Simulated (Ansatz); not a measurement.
C2H9NSi2 (`C=C(N)[SiH2][SiH3]`) at its PBE0-D4/def2-TZVP geometry, where that method's forces vanish. Charge 0, multiplicity 1.

| atom | x (Å) | y (Å) | z (Å) |
| --- | --- | --- | --- |
| C1 | 1.162 | -1.215 | -0.456 |
| C2 | 0.342 | -0.921 | 0.561 |
| N3 | 0.336 | -1.605 | 1.765 |
| Si4 | -0.989 | 0.390 | 0.353 |
| Si5 | -0.485 | 1.857 | -1.395 |
| H6 | 1.084 | -0.705 | -1.407 |
| H7 | 1.919 | -1.993 | -0.380 |
| H8 | 0.038 | -1.088 | 2.575 |
| H9 | 1.137 | -2.191 | 1.949 |
| H10 | -1.084 | 1.157 | 1.632 |
| H11 | -2.319 | -0.246 | 0.143 |
| H12 | -1.597 | 2.832 | -1.564 |
| H13 | 0.765 | 2.605 | -1.100 |
| H14 | -0.309 | 1.121 | -2.676 |

Question: For each bond, give half the difference of the two atoms' forces along it (eV/Å; positive pushes the atoms apart) under PBE-D4, r2SCAN-D4, B3LYP-D4, ωB97M-V in def2-TZVPP. (An estimate is asked.)

Answer: Ansatz gave: 
```csv
bond,length (Å),PBE-D4,r2SCAN-D4,B3LYP-D4,ωB97M-V
C1–C2,1.340,0.39,0.23,0.05,-0.13
C1–H6,1.082,-0.01,-0.09,-0.09,-0.01
C1–H7,1.087,0.01,-0.08,-0.09,-0.04
C2–N3,1.385,-0.03,0.09,0.22,0.34
C2–Si4,1.879,-0.12,-0.09,-0.01,0.01
N3–H8,1.006,0.19,-0.02,-0.05,-0.08
N3–H9,1.009,0.23,0.00,-0.05,-0.11
Si4–Si5,2.337,-0.09,0.01,0.11,0.06
Si4–H10,1.494,0.09,-0.02,-0.10,-0.12
Si4–H11,1.490,0.09,-0.01,-0.10,-0.13
Si5–H12,1.488,0.09,-0.02,-0.07,-0.10
Si5–H13,1.487,0.09,-0.01,-0.07,-0.10
Si5–H14,1.488,0.09,-0.02,-0.07,-0.10
```

B3LYP here is the variant with VWN-RPA as its local correlation; programs differ in this.
